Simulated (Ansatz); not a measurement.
Two isomers of C7H12: A = `CC=C1CCCC1`, B = `CC#CCCCC`.

Gas-phase electronic energies from Ansatz, PBE0-D4/def2-TZVP geometries. CBS: MP2 limit from def2 TZ/QZ plus the TZ coupled-cluster correction, frozen cores. Functionals use def2-TZVPP. One conformer a species, not always the lowest.

A:

```xyz
19

C    -0.514    2.626   -0.702
C    -0.174    1.680    0.400
C    -0.047    0.363    0.282
C    -0.189   -0.444   -0.991
C    -0.087   -1.903   -0.541
C     0.798   -1.839    0.701
C     0.301   -0.581    1.409
H    -0.642    2.113   -1.657
H     0.269    3.381   -0.830
H    -1.439    3.171   -0.486
H    -0.018    2.123    1.382
H     0.632   -0.201   -1.677
H    -1.117   -0.230   -1.526
H    -1.078   -2.276   -0.262
H     0.302   -2.564   -1.318
H     0.740   -2.736    1.321
H     1.844   -1.709    0.403
H    -0.604   -0.821    1.982
H     1.021   -0.153    2.109
```

B:

```xyz
19

C     1.735    0.935   -3.034
C     1.356    0.087   -1.919
C     1.049   -0.618   -0.995
C     0.650   -1.461    0.123
C    -0.658   -1.018    0.779
C    -0.582    0.363    1.407
C    -1.895    0.795    2.034
H     1.310    1.937   -2.929
H     2.821    1.039   -3.097
H     1.383    0.520   -3.982
H     0.553   -2.495   -0.226
H     1.450   -1.466    0.873
H    -1.456   -1.036    0.029
H    -0.929   -1.755    1.544
H     0.211    0.370    2.164
H    -0.278    1.085    0.642
H    -2.209    0.100    2.818
H    -2.694    0.831    1.288
H    -1.818    1.788    2.483
```

(1) Which isomer does CCSD(T)/CBS put lower? Give the gap. (Estimate.)

(2) Give E(B) − E(A) in kcal/mol with MP2/def2-TZVPP, BLYP-D4, r2SCAN-D4, CCSD(T)/def2-SVP, CCSD(T)/def2-TZVPP, B2PLYP, HF/def2-TZVPP. (An estimate is asked.)

Largest T1 diagnostic: 0.010.

Answers

(1) Ansatz gave: A, by 25.2 kcal/mol.

(2) The calculation gave: MP2/def2-TZVPP 24.9, BLYP-D4 22.2, r2SCAN-D4 27.0, CCSD(T)/def2-SVP 26.7, CCSD(T)/def2-TZVPP 25.7, B2PLYP 22.3, HF/def2-TZVPP 20.3. None reverses the order clearly.

Leaving LDA and LC-ωPBE aside and taking each functional with its dispersion term where it has one, the values spread over 7.2 kcal/mol, from BLYP-D4 to PBE0-D4. LDA lies +7.5 kcal/mol from PBE without D4. From BLYP to BHLYP (50 % exact exchange), in def2-TZVPP and without D4, E(B) − E(A) moves by +5.3 kcal/mol.
